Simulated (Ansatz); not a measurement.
C$_{2}$H$_{6}$MoS$_{2}$, SMILES `[CH3][Mo]([CH3])(=[S])=[S]`, 11 atoms. The species carries charge 0 and has multiplicity 1. Correlated methods include outer-core shells of Mo, which these sets cover unevenly. Mo takes the def2 core potential. All runs use 4 threads of an Arm Neoverse V2 on a shared host. Correlated methods freeze the cores.

Q: Give the basis size and wall time and peak host memory of each of these runs in Ansatz. RKS ωB97M-V/def2-QZVPP energy; RKS PBE0-D4/def2-TZVP relaxation (5 steps); RHF-CCSD(T)/def2-SVP energy; RKS PBE0-D4/def2-TZVP frequencies; RKS r2SCANh-D4/def2-TZVPP energy; RKS PBE0-D4/def2-QZVPP energy; RKS BLYP-D4/def2-TZVPP energy; RKS CAM-B3LYP-D4/def2-TZVPP energy; direct RPA on PBE orbitals/def2-TZVPP energy; RHF-MP2/def2-QZVPP energy; RHF-CCSD(T)/def2-TZVPP energy; RKS PBE0-D4/def2-SVP energy. (Estimate.)

A: Ansatz gave: Other jobs shared the machine, so times are rough.

```csv
level,job,functions,wall time,peak host memory (GiB)
RKS PBE0-D4/def2-SVP,energy,125,1.4 s,0.34
RKS BLYP-D4/def2-TZVPP,energy,286,3.1 s,0.46
RKS CAM-B3LYP-D4/def2-TZVPP,energy,286,5.5 s,1
direct RPA on PBE orbitals/def2-TZVPP,energy,286,7.5 s,0.81
RKS r2SCANh-D4/def2-TZVPP,energy,286,8 s,0.93
RKS PBE0-D4/def2-QZVPP,energy,515,11 s,2.3
RHF-CCSD(T)/def2-SVP,energy,125,17 s,0.83
RKS PBE0-D4/def2-TZVP,relaxation (5 steps),212,25 s,0.67
RKS ωB97M-V/def2-QZVPP,energy,515,26 s,2.8
RHF-MP2/def2-QZVPP,energy,515,38 s,3.6
RKS PBE0-D4/def2-TZVP,frequencies,212,3.2 min,0.69
RHF-CCSD(T)/def2-TZVPP,energy,286,7.8 min,8.8
```
